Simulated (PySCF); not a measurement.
C$_{3}$H$_{7}$ClO$_{2}$Si (SMILES C=CC[Si](O)(O)Cl), singlet, at a GFN2-xTB geometry, atoms displaced at random by about 0.08 Å a coordinate. Base run: R2SCAN/STO-3G, gradient in PySCF.

Input for PySCF:
```python
from pyscf import gto, scf, dft

mol = gto.Mole()
mol.atom = '''
    C    -3.106909    0.175611   -0.114595
    C    -2.162635   -0.802937   -0.148743
    C    -0.892136   -0.865512    0.931008
    Si    0.781739   -0.241379    0.119378
    O     1.876867   -0.654418    1.006142
    O     0.967408   -0.843988   -1.419452
    Cl    0.677328    1.868930   -0.182047
    H    -4.028040    0.246018   -0.609969
    H    -3.084696    0.939971    0.861535
    H    -2.002730   -1.512345   -0.832723
    H    -0.788021   -1.880443    1.091426
    H    -1.142416   -0.142504    1.739163
    H     2.997692   -0.669564    0.698555
    H     0.290977   -0.749889   -2.180788
'''
mol.basis = 'sto-3g'
mol.charge = 0
mol.spin = 0
mol.verbose = 4
mol.build()

mf = dft.RKS(mol)
mf.xc = 'r2scan'
mf.kernel()
g = mf.nuc_grad_method()
grad = g.kernel()
```

The coordinate followed is x of atom 4.

Variants of this job, named by their change:

| change | dE/dx (Eh/bohr) | net force (Eh/bohr) |
|---|---|---|
| base | 0.185951 | 0.002350 |
| finite difference step (bohr) = 0.05; conv_tol = 1e-11 | 0.186272 | - |
| conv_tol = 1e-6 | 0.185939 | 0.002350 |
| finite difference step (bohr) = 1e-3; conv_tol = 1e-11 | 0.186077 | - |
| conv_tol = 1e-11 | 0.185951 | 0.002350 |
| grids.level = 0; grid_response = off | [?] | 0.028515 |
| density fitting = on; auxbasis_response = off | 0.186040 | 0.006887 |
| conv_tol = 1e-4 | 0.186007 | 0.002345 |
| grids.level = 5; grid_response = off | 0.186071 | 0.001435 |
| finite difference step (bohr) = 1e-5; conv_tol = 1e-11 | 0.186076 | - |
| grids.level = 5; grid_response = on | 0.186118 | 0.000000 |
| grids.level = 0; grid_response = on | [?] | 0.000000 |

**Question.** Fill in the missing entries.

**Answer.** 
- grids.level = 0; grid_response = off, dE/dx (Eh/bohr): 0.187883
- grids.level = 0; grid_response = on, dE/dx (Eh/bohr): 0.178198

The net force is zero for an exact gradient.
